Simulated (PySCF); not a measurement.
# TDDFT excited states: C5H9NO2

Compound: C₅H₉NO₂.
SMILES: `COC/C=N\C(C)=O`

Computed, not measured: TDDFT B3LYP/def2-SVPD, vertical, gas phase, core orbitals frozen in the response (PySCF). One conformer (not necessarily the lowest) at the GFN2-xTB geometry, without solvent, vibrations or thermal averaging. Torsions of this conformer, `[CH3:1][O:2][CH2:3]/[CH:4]=[N:5]\[C:6]([CH3:7])=[O:8]`: C1–O2–C3–C4 -90°, O2–C3–C4–N5 -4°, C4–N5–C6–C7 -95°.

```csv
state,λ (nm),E (eV),f,|μ| (D),"main configurations (H = HOMO, L = LUMO)"
S1,269.4,4.60,0.0002,0.10,H→L (91%)
S2,232.4,5.34,0.0083,0.64,"H→L+1 (78%), H-1→L+1 (12%)"
S3,229.7,5.40,0.0013,0.25,H-1→L (91%)
S4,206.1,6.02,0.0016,0.27,H-2→L (94%)
S5,194.3,6.38,0.011,0.66,H→L+2 (91%)
S6,184.2,6.73,0.093,1.91,"H-1→L+1 (81%), H→L+1 (9%)"
S7,179.3,6.91,0.0040,0.39,H-1→L+2 (92%)
S8,174.0,7.13,0.055,1.42,H→L+3 (88%)
```

Triplets (Tamm–Dancoff): T1 4.16 eV, H→L (77%), H-1→L (14%); T2 4.77 eV, H→L+1 (86%); T3 5.01 eV, H-1→L (43%), H-3→L (17%), H-2→L (14%).

The lowest singlet lies at 4.60 eV (269 nm, ultraviolet) and is dark (f under 0.0005); its leading configuration is HOMO→LUMO (91%). The most intense listed level is S6 at 6.73 eV (184 nm, f = 0.093), 2.13 eV above S1. Löwdin shares by element: HOMO oxygen 50% or more, nitrogen 19%, carbon 16% or more; LUMO carbon 45% or more, nitrogen 35%, hydrogen 6% or more. Orbital energies (eV): HOMO-3 -9.03, HOMO-2 -8.19, HOMO-1 -7.60, HOMO -6.99, LUMO -1.05, LUMO+1 -0.01, LUMO+2 0.18. The oscillator strengths of these states sum to 0.174; summed over the whole spectrum of an exact calculation they would give the number of electrons, 62 (Thomas–Reiche–Kuhn). Of the 8 states listed, 3 reach f = 0.01 and 1 stays under 0.0005. Singlets were solved by full linear response, triplets in the Tamm–Dancoff approximation.
